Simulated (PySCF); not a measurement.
C3H10OSi2, SMILES [SiH2](O)[C@@H]([SiH3])C=C. Atoms are numbered in the order given.

```xyz
16

C     -1.5885     2.3279     0.5065
C     -0.6693     1.3628     0.6026
C     -0.5995     0.1210    -0.2269
Si    -0.8507    -1.4165     0.8593
Si     1.0164    -0.0231    -1.1959
O      2.2549    -0.5743    -0.2206
H     -2.4018     2.2732    -0.2243
H     -1.5582     3.2054     1.1567
H      0.1153     1.4749     1.3647
H     -1.4115     0.1193    -0.9786
H      0.0446    -1.3443     2.0526
H     -2.2676    -1.4741     1.3318
H     -0.5436    -2.6588     0.0870
H      0.8606    -1.0511    -2.2612
H      1.3531     1.3074    -1.7932
H      2.5940     0.0268     0.4482
```

The structure is a stationary point at PBE0-D3(BJ)/def2-SVP. The structure was generated by enumeration; whether it is a known compound was not checked. The values are those of a single conformer.

All values below come from PySCF 2.14.0 with PBE0-D3(BJ)/def2-SVP.

Frequencies are harmonic and unscaled.

| mode | ν (cm⁻¹) | IR (km/mol) | moving atoms (share of kinetic energy) |
|---|---|---|---|
| 1 | 33 | 1.4 | O 45 %, H 24 %, Si 16 %, C 15 % |
| 2 | 73 | 0.5 | C 44 %, H 30 %, Si 24 % |
| 3 | 113 | 1.2 | O 42 %, Si 26 %, H 21 %, C 11 % |
| 4 | 154 | 21.2 | H 93 % |
| 5 | 177 | 8.9 | H 49 %, Si 25 %, C 24 % |
| 6 | 208 | 93.8 | H 74 %, O 10 %, C 10 % |
| 7 | 228 | 4.3 | H 51 %, C 32 %, Si 16 % |
| 8 | 311 | 10.4 | C 44 %, H 27 %, O 18 %, Si 12 % |
| 9 | 402 | 8.1 | Si 51 %, C 27 %, H 20 % |
| 10 | 559 | 17.7 | H 67 %, C 16 %, Si 16 % |
| 11 | 572 | 5.9 | H 78 %, Si 17 % |
| 12 | 632 | 66.3 | H 52 %, C 35 %, Si 12 % |
| 13 | 641 | 44.9 | H 77 %, Si 16 % |
| 14 | 706 | 15.6 | H 52 %, C 38 % |
| 15 | 719 | 46.1 | H 92 % |
| 16 | 821 | 120.7 | H 42 %, O 35 %, Si 12 %, C 11 % |
| 17 | 836 | 8.9 | H 63 %, C 26 % |
| 18 | 885 | 81.7 | H 74 %, O 19 % |
| 19 | 900 | 253.3 | H 75 %, Si 16 % |
| 20 | 924 | 70.4 | H 73 %, C 26 % |
| 21 | 935 | 181.3 | H 88 % |
| 22 | 940 | 82.1 | H 85 %, Si 9 % |
| 23 | 946 | 42.5 | H 83 %, C 9 % |
| 24 | 949 | 55.3 | H 95 % |
| 25 | 964 | 109.6 | H 64 %, C 24 %, Si 10 % |
| 26 | 1022 | 0.9 | H 76 %, C 22 % |
| 27 | 1066 | 52.6 | H 75 %, C 23 % |
| 28 | 1129 | 65.5 | C 67 %, H 32 % |
| 29 | 1202 | 1.3 | H 71 %, C 29 % |
| 30 | 1316 | 2.2 | H 82 %, C 18 % |
| 31 | 1425 | 2.6 | H 83 %, C 17 % |
| 32 | 1722 | 30.9 | C 88 %, H 12 % |
| 33 | 2216 | 167.3 | H 97 % |
| 34 | 2229 | 57.7 | H 99 % |
| 35 | 2234 | 100.7 | H 96 % |
| 36 | 2240 | 85.1 | H 96 % |
| 37 | 2263 | 141.0 | H 97 % |
| 38 | 3058 | 1.3 | H 92 % |
| 39 | 3135 | 11.8 | H 92 % |
| 40 | 3162 | 2.0 | H 94 % |
| 41 | 3265 | 5.7 | H 89 %, C 11 % |
| 42 | 3940 | 91.5 | H 94 % |
